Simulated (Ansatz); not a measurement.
Stretching the As1–H2 bond in AsH (multiplicity 3 held). Energies count from the point at 1.536 Å.


Restricted levels (R-, RO-) in cc, def2 and unpolarised 6-31G sets keep to the state of the molecule at rest. U- levels take the lowest unrestricted solution at each point, which mixes spins at long bonds. Active spaces are followed from rest. Levels need not reach the same state.

Frozen-core correlation. Filled d and f shells under p-block atoms count as core.

Programs: Ansatz (a first-principles code). Each number belongs to the level named beside it.

Energies in kcal/mol.

| R (Å) | U-PBE/cc-pVTZ | U-B3LYP/cc-pVTZ | RO-wB97X-V/cc-pVTZ | U-MP2/cc-pVTZ | U-SCS-MP2/cc-pVTZ | FIC-MRCISD+Q on CASSCF(6,5)/cc-pVTZ |
|---|---|---|---|---|---|---|
| 1.228 | 31.6 | 30.3 | 29.6 | 30.0 | 30.2 | 30.9 |
| 1.382 | 6.4 | 5.8 | 5.3 | 5.3 | 5.4 | 5.9 |
| 1.536 | 0.0 | 0.0 | 0.0 | 0.0 | 0.0 | 0.0 |
| 1.689 | 3.0 | 3.6 | 4.4 | 4.4 | 4.3 | 3.6 |
| 1.843 | 10.5 | 11.7 | 13.5 | 13.5 | 13.4 | 11.6 |
| 2.073 | 24.9 | 26.9 | 30.6 | 32.6 | 33.8 | 25.9 |
| 2.303 | 39.2 | 41.6 | 48.2 | 45.8 | 48.1 | 39.0 |
| 2.687 | 56.4 | 58.1 | 74.5 | 54.9 | 57.7 | 54.0 |
| 3.071 | 63.9 | 65.4 | 95.8 | 57.7 | 60.7 | 60.5 |
| 3.532 | 66.7 | 68.6 | 115.2 | 58.8 | 61.8 | 63.0 |
| 4.146 | 67.7 | 69.8 | 133.2 | 59.1 | 62.2 | 63.8 |
| 4.914 | 67.9 | 70.2 | 147.2 | 59.2 | 62.3 | 64.0 |
| 6.142 | 67.9 | 70.2 | 158.8 | 59.2 | 62.3 | 64.0 |

Doubts at one or more of the structures used: a spin-contaminated determinant (U-PBE/cc-pVTZ, U-B3LYP/cc-pVTZ, U-MP2/cc-pVTZ, U-SCS-MP2/cc-pVTZ); a restricted determinant that unrestricted orbitals would lower (RO-wB97X-V/cc-pVTZ).
